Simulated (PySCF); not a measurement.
# Ti: excitation energy

Ti [Ar] 3d2 4s2 (3F) → Ti [Ar] 3d4 (5D), as a difference of total energies. Computed with PySCF 2.14 in aug-cc-pVTZ-DK (8s7p5d3f2g, 93 functions), with scalar relativity by spin-free X2C-1e. Correlated levels: valence: [Ar] frozen. The calculations carry no spin-orbit coupling.

```csv
method,excitation energy (eV)
UHF,4.569
LDA,2.175
PBE,2.308
PBE0,2.817
r2SCAN,2.580
LC-wPBE,2.652
r2SCANh,2.762
wB97X,3.565
MP2 (valence),4.028
SCS-MP2 (valence),5.111
```

Problem. How much does correlation contribute at MP2 (valence)?

Solution. 4.028 − (4.569) = -0.541 eV, measured against UHF.

A first-order spin-orbit estimate (lowest level to lowest level, LS coupling) adds 0.014 eV.
